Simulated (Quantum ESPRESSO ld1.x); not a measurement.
Q: These are the eigenvalues of the occupied orbitals of an atom or ion with whole-number occupations (eV). Method: scalar-relativistic Kohn-Sham, LDA (Slater exchange, Perdew-Zunger correlation), spin-polarised, spherical densities, point nucleus; computed with ld1.x of Quantum ESPRESSO 7.5.

orbital  eigenvalue
1s up      -10950.3
1s down    -10950.3
2s up      -1378.51
2s down    -1378.49
2p up      -1207.13
2p down    -1207.10
3s up      -176.799
3s down    -176.752
3p up      -124.450
3p down    -124.394
3d up      -38.6236
3d down    -38.5185
4s up      -20.4646
4s down    -19.7227
4p up      -11.7950

Which element is it, and in what charge state? The configuration may be excited. Open shells, if any, are filled with parallel spins first.

A: Z = 32, germanium, charge +1: Ge+ in [Ar] 3d10 4s2 4p1. The list shows which subshells hold electrons but not how many an open one holds; the 1s level, -402.42 hartree, gives Z - s = 28.4 by -(Z - s)^2/2, which with screening and relativity narrows Z to a few neighbours, and the depths of the outer levels then fix element, charge and occupations together.
